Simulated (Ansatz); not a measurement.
AlH₅InNO, SMILES `[NH2][InH][AlH][OH]`, relaxed with RKS PBE0-D4/def2-TZVP in the Gaussian-basis code of Ansatz from a GFN2-xTB geometry. The force threshold is 0.005 eV/Å; the program also tests the step.

Total charge 0; spin multiplicity 1. In: def2 effective core potential.

Start:

```xyz
9

N     0.434    1.345    2.154
In    0.082   -0.238    0.893
Al   -0.235   -0.091   -1.789
O    -0.277   -1.554   -2.526
H     0.051    2.254    1.910
H     0.252    1.202    3.142
H     0.328   -1.798    1.755
H    -0.328    1.264   -2.549
H    -0.306   -2.384   -2.989
```

Task: How much energy does the relaxation release, and in how many steps? (Estimate.)

Result: Ansatz gave: 6.29 kcal/mol, in 16 steps, 1 of them rejected.

Task: Which bonds change most? (An estimate is asked.)

Result: The calculation gave: In2–H7 from 1.800 to 1.726 Å; Al3–O4 from 1.639 to 1.702 Å; In2–Al3 from 2.705 to 2.655 Å; Al3–H8 from 1.557 to 1.595 Å.

Task: Give the relaxed structure. (Best estimate.)

Result: Ansatz gave: 
```xyz
9

N     0.209    1.296    2.042
In    0.148   -0.454    1.034
Al   -0.194   -0.244   -1.591
O    -0.238   -1.720   -2.438
H     0.120    2.206    1.621
H     0.333    1.370    3.039
H     0.337   -1.783    2.118
H    -0.358    1.097   -2.439
H    -0.356   -1.767   -3.387
```
